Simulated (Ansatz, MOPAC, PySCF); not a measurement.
System: CH₂N, charge 0, multiplicity 2. SMILES: [CH][NH]
Geometry: optimised at B3LYP-D3(BJ)/def2-TZVP (Ansatz, a first-principles code).

Unscaled harmonic wavenumbers (cm⁻¹) in rising order, each level at the stationary point that it reaches from this structure (no distance between atoms moves by over 0.3 Å); the order of modes can differ between levels, and a negative number is imaginary. B3LYP-D3(BJ)/def2-TZVP (PySCF, at the structure above): 909, 971, 1188, 1804, 3010, 3412.

AM1 (MOPAC): 670, 985, 1054, 2051, 3299, 3400. Zero-point energy 16.4 against 16.1 kcal/mol; where all levels lie over 400 cm⁻¹, the wavenumbers are on average 0.978 times those of B3LYP-D3(BJ)/def2-TZVP.

HF/6-31G* (Ansatz): 1033, 1100, 1332, 1702, 3293, 3678. Zero-point energy 17.4 against 16.1 kcal/mol; where all levels lie over 400 cm⁻¹, the wavenumbers are on average 1.084 times those of B3LYP-D3(BJ)/def2-TZVP.
